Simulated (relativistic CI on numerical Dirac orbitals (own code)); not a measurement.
V⁴⁺: K-beta X-ray emission

Computed with this model: Dirac-Coulomb-Breit CI, separate exchange-only KLI orbitals for each configuration, model QED (radiative potential, 1s self-energy scaled to tabulated hydrogen-like ionisation energies), valence Slater integrals scaled by 0.8, multiplet model of X-ray emission after core ionisation; configurations [Ar] 3d → 1s 2s2 2p6 3s2 3p6 3d → [Ne] 3s2 3p5 3d; 300 K; Lorentzian 2.24 eV and Gaussian 1 eV FWHM. Energies are those of the free ion, without screening or charge transfer. S is read from ⟨S²⟩ = S(S + 1).

Field parameters in Wybourne normalisation: Oh B⁴₀ = 21Dq, B⁴₄ = √(5/14) B⁴₀. The field is a parameter set, without covalency.

free ion: ground-state S = 0.50, centroid 5432.37 eV. Peaks (eV, height): 5419.2 (10), 5431.4 (91), 5433.8 (100).

Oh, 10Dq = 13800 cm⁻¹: ground-state S = 0.50, centroid 5432.46 eV. Peaks (eV, height): 5418.4 (8), 5431.6 (86), 5433.8 (100).

Oh, 10Dq = 40200 cm⁻¹: ground-state S = 0.50, centroid 5432.46 eV. Peaks (eV, height): 5433.6 (100).

Strongest unbroadened transitions for free ion:

```
Energy (eV)  Relative strength
    5419.09               21.1
    5430.89               35.0
    5431.03                4.0
    5431.11                7.4
    5431.20               11.6
    5431.22               40.4
    5431.23                4.5
    5431.39               82.4
    5431.63                5.4
    5431.66                2.7
    5433.59               87.1
    5433.86              100.0
    5434.24               10.3
    5435.16               10.8
    5435.27                4.4
    5435.47               26.0
    5435.49               18.0
    5435.64               19.5
```
